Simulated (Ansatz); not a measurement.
`Sc1ccc(-c2ccc(-c3ccc(S)cc3)cc2)cc1`, relaxed as a singlet with RKS PBE-D4/def2-SVP in Ansatz, starting from the GFN2-xTB geometry. Force threshold 0.03 eV/Å.

Start:

Cartesian coordinates in Å:
```
S -0.162 4.201 6.128
C -0.157 3.210 4.664
C 0.441 1.956 4.717
C 0.473 1.159 3.591
C -0.098 1.588 2.394
C -0.063 0.741 1.194
C 1.075 0.006 0.870
C 1.113 -0.775 -0.267
C 0.010 -0.858 -1.115
C 0.055 -1.685 -2.328
C 1.199 -1.722 -3.122
C 1.247 -2.488 -4.270
C 0.142 -3.242 -4.642
S 0.145 -4.241 -6.101
C -1.005 -3.221 -3.857
C -1.046 -2.448 -2.716
C -1.133 -0.134 -0.783
C -1.166 0.658 0.346
C -0.699 2.844 2.360
C -0.728 3.653 3.479
H -0.803 5.240 5.594
H 0.877 1.615 5.644
H 0.929 0.182 3.646
H 1.946 0.062 1.508
H 2.002 -1.346 -0.493
H 2.057 -1.125 -2.850
H 2.141 -2.494 -4.878
H 1.384 -3.932 -6.481
H -1.858 -3.814 -4.150
H -1.936 -2.451 -2.104
H -1.997 -0.177 -1.431
H -2.066 1.204 0.587
H -1.127 3.207 1.437
H -1.192 4.628 3.430
```

```tsv
step	energy (eV)	largest force component (eV/Å)	SCF passes
1	-40512.6381	1.005	25
2	-40512.9185	0.329	22
3	-40512.9474	0.036	20
4	-40512.9491	0.021	20
5	-40512.9516	0.048	20
6	-40512.9540	0.080	20
7	-40512.9552	0.049	21
8	-40512.9560	0.011	21
```

Force components are those of the run's own axes.

End:

Cartesian coordinates in Å:
```
S -0.1474 4.2221 6.2452
C -0.1590 3.2608 4.7545
C 0.5776 2.0570 4.7397
C 0.6081 1.2614 3.5913
C -0.0906 1.6263 2.4176
C -0.0537 0.7799 1.2032
C 1.0978 0.0341 0.8617
C 1.1342 -0.7615 -0.2866
C 0.0210 -0.8532 -1.1534
C 0.0608 -1.6930 -2.3723
C 1.2553 -1.8647 -3.1075
C 1.2996 -2.6532 -4.2616
C 0.1386 -3.3069 -4.7232
S 0.1024 -4.3232 -6.1765
C -1.0627 -3.1466 -3.9999
C -1.0945 -2.3537 -2.8498
C -1.1313 -0.1091 -0.8107
C -1.1676 0.6868 0.3374
C -0.8238 2.8338 2.4495
C -0.8598 3.6405 3.5912
H -0.9568 5.2182 5.7906
H 1.1229 1.7371 5.6406
H 1.1679 0.3147 3.6157
H 1.9910 0.0944 1.5015
H 2.0422 -1.3422 -0.5087
H 2.1698 -1.3454 -2.7844
H 2.2460 -2.7524 -4.8148
H 1.4188 -4.1814 -6.4946
H -1.9777 -3.6565 -4.3373
H -2.0375 -2.2677 -2.2897
H -2.0119 -0.1411 -1.4698
H -2.0892 1.2369 0.5802
H -1.3585 3.1672 1.5475
H -1.4320 4.5806 3.5736
```

By distances, no bond broke or formed. The bond that changes most is S1–H21, from 1.33 to 1.36 Å (atoms count from 1).

The force fell under the threshold at step 4, but the optimiser went on and released 0.007 eV more. No frequencies were taken in this run, so the end may be a saddle point.

Run time 33 s (2 threads of AMD EPYC 7R13 on a shared host and a share (18 GiB) of an NVIDIA H100 80GB HBM3).
